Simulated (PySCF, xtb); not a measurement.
YO2, SMILES [O]=[Y]=[O] (connectivity only; charge and spin as stated), neutral, multiplicity 2.

Harmonic wavenumbers (cm⁻¹) from GFN2-xTB (xtb) at its own minimum, in rising order: 111, 418, 427.

**Question.** What does PBE-D3(BJ)/def2-TZVP in PySCF 2.14.0 give at its own minimum? (The exact figures need the calculation; the answer reports its results.)

**Answer.** 118, 511, 686. Paired by order, the mean absolute difference is 119 cm⁻¹ and the zero-point energies are 1.4 and 1.9 kcal/mol.
